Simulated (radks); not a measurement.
Values are calculated unless marked as measured or tabulated.
Q: The table gives one normalised radial function P(r) = r R(r) (large component) of Pb77+ in [He] 2s2 2p1 (r in bohr). Level of theory: Dirac Kohn-Sham, BLYP, spin-unpolarised, spherical densities, point nucleus; open shells fill j = l - 1/2 first (a radial shooting solver on a logarithmic mesh with Libxc functionals).

r	P
0.00156	1.1888
0.002064	1.4156
0.002731	1.6570
0.003613	1.8938
0.004781	2.0926
0.006326	2.2009
0.008437	2.1396
0.01116	1.8189
0.01477	1.1517
0.01954	0.0965
0.02586	-1.2735
0.03421	-2.7049
0.04527	-3.7676
0.0599	-4.0160
0.07925	-3.3061
0.1049	-2.0227
0.1399	-0.8308
0.1851	-0.2167

Which n and l does it have? It may be an empty orbital.

A: n = 2, l = 0: the number of nodes gives n - l - 1 = 1, the rise at small r points to l (this Dirac orbital starts as r^gamma with gamma = sqrt((l + 1)^2 - (Z/c)^2) = 0.80; the j = 1/2 orbital of l + 1 starts with the same power, but with a smaller coefficient, and then steepens), and the extent must fit the shell. The curve is that of 2s1/2. 2s1/2: eigenvalue -24090 eV, 1 radial node at r = 0.0200 bohr, <r> = 0.0645 bohr, 90 % of the charge inside 0.101 bohr.
